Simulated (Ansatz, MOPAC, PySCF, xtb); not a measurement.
Dimer: HF (SMILES F) (first 2 atoms) with SiH4 (SMILES [SiH4]); geometry from B3LYP-D3(BJ)/def2-TZVP, rigid monomers moved along the line of their centres of mass till H2···H4 is 3.12 Å.
(charge 0, multiplicity 1):
```xyz
7

F     -0.20220    -0.42935    -0.46784
H     -0.10079    -0.77049     0.39116
Si     0.02444     0.36551     4.44738
H      0.11008    -0.78669     3.50670
H      1.11215     1.31367     4.13267
H      0.17796    -0.16671     5.81752
H     -1.29398     1.01082     4.28465
```

Interaction energies are E(AB) − E(A) − E(B) at the monomers' geometry in the complex; basis-set methods are counterpoise corrected. Rows marked so take none.

Frozen-core correlation. Rows in 3-21G carry no dispersion term and start afresh at each structure. The state that PM7 reach isn't checked; PM7 holds dispersion and hydrogen-bond terms.

Programs: Ansatz (a first-principles code); MOPAC for PM7 (differences of heats of formation); PySCF for 3-21G rows, the dispersion terms; xtb for the GFN methods. Each number belongs to the level named beside it.

```tsv
level	interaction energy (meV)
GFN-FF	-8.6
PM7	-6.0
GFN2-xTB	-22.6
HF/3-21G (no counterpoise)	-15.3
HF/aug-cc-pV(D+d)Z	-10.6
B3LYP-D3(BJ)/def2-TZVPPD	-17.5
B3LYP-D4/def2-TZVPPD	-9.5
PBE0-D4/def2-TZVPPD	-15.4
CCSD(T)/aug-cc-pV(T+d)Z	(withheld)
```

### Question
Some entries are withheld; supply them.

### Answer

- CCSD(T)/aug-cc-pV(T+d)Z, interaction energy (meV): -15.8
